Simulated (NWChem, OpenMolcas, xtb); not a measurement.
**C2H3In (SMILES C#[C][InH2]): methods side by side**

C2H3In: 6 atoms, total charge 0, spin state singlet. As SMILES, `C#[C][InH2]`. The shape is that of a PBE0-D4/def2-TZVP optimisation.

```xyz
6

C    -0.1866   -1.9280    0.0151
C    -0.0704   -0.7234    0.0059
In    0.1319    1.3639   -0.0106
H    -0.2890   -2.9896    0.0233
H     0.6735    2.0815   -1.4688
H    -0.2594    2.1955    1.4350
```

Quantity: the vertical electron affinity (to the doublet anion), in eV. The values are calculated.

The electron affinity is E(neutral) − E(anion): positive where the electron is bound.

```
                           level                 kind     program  value (eV)  CPU time (all runs)
                        GFN2-xTB       semi-empirical         xtb        3.69            under 2 s
   HF/def2-SVPD (core potential)         Hartree–Fock  OpenMolcas       -0.21                 44 s
SVWN5/def2-SVPD (core potential)                  LDA      NWChem        0.62                 47 s
 BLYP/def2-SVPD (core potential)                  GGA  OpenMolcas        0.30              3.1 min
  PBE/def2-SVPD (core potential)                  GGA  OpenMolcas        0.45              3.4 min
M06-L/def2-SVPD (core potential)             meta-GGA  OpenMolcas        0.15                4 min
B3LYP/def2-SVPD (core potential)        global hybrid  OpenMolcas        0.43                3 min
  MP2/def2-SVPD (core potential)  perturbation theory      NWChem        0.09              3.3 min
```

Spin-orbit coupling, which can split open shells on such heavy atoms by tenths of an eV, is left out. Where it was recorded, the anion's HOMO is positive in SVWN5/def2-SVPD, BLYP/def2-SVPD, PBE/def2-SVPD, M06-L/def2-SVPD, B3LYP/def2-SVPD: a fault of the level (basis or self-interaction), which says nothing on whether the real anion is bound. The values span -0.21 to 3.69 eV. The xTB values lack the empirical shift that such differences need. In the correlated wave-function rows the outer d shell of In is correlated, in sets not made for it. Times are those of the runs behind each value, whatever else they computed, on shared processors of several kinds: orders of magnitude only.
